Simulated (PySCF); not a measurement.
# Rb4: fields on a plane

Method: PBE0/[Rb def2-TZVP with ECP28], scalar-relativistic core potentials, density fitting, no spin–orbit coupling, PySCF.

The singlet minimum has Rb–Rb 4.369 Å, Rb–Rb 4.788 Å (×2), Rb–Rb 4.909 Å (×2); Rb–Rb–Rb 53.5° (×2), Rb–Rb–Rb 61.8° (×2), Rb–Rb–Rb 64.6° (×2), Rb–Rb–Rb 126.5° (×2).

The plane holds Rb1 at (0.00, 0.00), Rb2 at (4.79, 0.00), Rb3 at (-2.92, 3.95), Rb4 at (1.87, 3.95) Å. Columns run from x = -4.95 to 7.05 Å, rows from y = 6.15 (top) to -1.95 Å, in steps of 0.3 Å. Other isomers or separated fragments may lie lower. Core electrons replaced by a potential are absent, the electrostatic potential uses the reduced nuclear charge, and values within about 0.7 Å of such atoms have no physical meaning.

Q: Give the highest occupied orbital (Å^-3/2) at -2.44 eV (cut at ±0.3; overall sign arbitrary). Lower edges of the bins (Å^-3/2): '0' -0.100, '1' -0.079, '2' -0.059, '3' -0.038, '4' -0.018, '5' 0.003, '6' 0.024, '7' 0.044, '8' 0.065, '9' 0.085; top 0.11.

A: 
```
66666777777777766666555555544444444444444
66677777777777777666555555444444444444444
66777777777777777666555445444444444444444
67777776777788777766544444544444444444444
67777655567788877765433345544444444444444
77776432346788887765322345554444444444444
77765211025788887765311356654433333344444
77764134014788887765213467654333333333444
77764123014788888765324578654333333333334
77765200035788887765434676543332233333333
77776432357888887766545555433222222233333
77777665677888887766544443322222222223333
67777777788888877765544332222111222222333
67777777888888877665443322211111112222233
66777778888887776655433222111111111222223
66677777788777766654433221111111111122223
66667777777777665554332211111112222222222
66666777777766555544332211111123443222222
56666667776665433444332111111246775322222
55666666666654212455432111111369997532222
55566666666543114576432111112479658632222
55555666665543224587532111112479558532222
55555555555543335787432111112368987432222
55555555555544446776432211111245665322222
55555555555544445555432211111223333222222
55555555555544445544332221111122222222223
55555555555444444444332222111112222222233
55555555555444444443333222222222222222333
```

Q: Give the lowest empty orbital (Å^-3/2) at -1.42 eV (cut at ±0.3; overall sign arbitrary). Lower edges of the bins (Å^-3/2): '0' -0.131, '1' -0.105, '2' -0.078, '3' -0.052, '4' -0.025, '5' 0.001, '6' 0.027, '7' 0.054, '8' 0.080, '9' 0.107; top 0.13.

A: 
```
44444444443333322222222222222333333444444
44444444443333322222222222222233333344444
44444444443333222222222222222223333334444
44555555444333222222223333222222333334444
55555555544333222222234544322222233333444
55555566654333322222357875322222233333444
55444556654433322223478997432222223333444
55444445554433332223575588432222223333344
55443344454444333333465577422222223333344
55443323444444433333456665322222223333344
55544434455554444333445543322222223333344
55555555555555544444444433222222223333344
55555555666655554444444333222222223333344
55556666666666555544444333322222333333344
55666666666666665555444433333333333333444
55666666777776666555554444333333333334444
55666667777777666555555544443333444444444
56666667777777665555555555444444455444444
55666677777776654455566555554445566554444
55666677777776432335566665555445667655444
55666677777775314434566666655544556655444
55666667777775203424667766665543445555444
55666667777775300024677776665543334454444
55566667777776431245777776666543334444444
55566666777776654566777777666554444444444
55556666677777766677777777666555444444444
55556666677777777777777777666655554444444
55555666666777777777777776666655555555554
```

The small gap makes a closed-shell description doubtful.
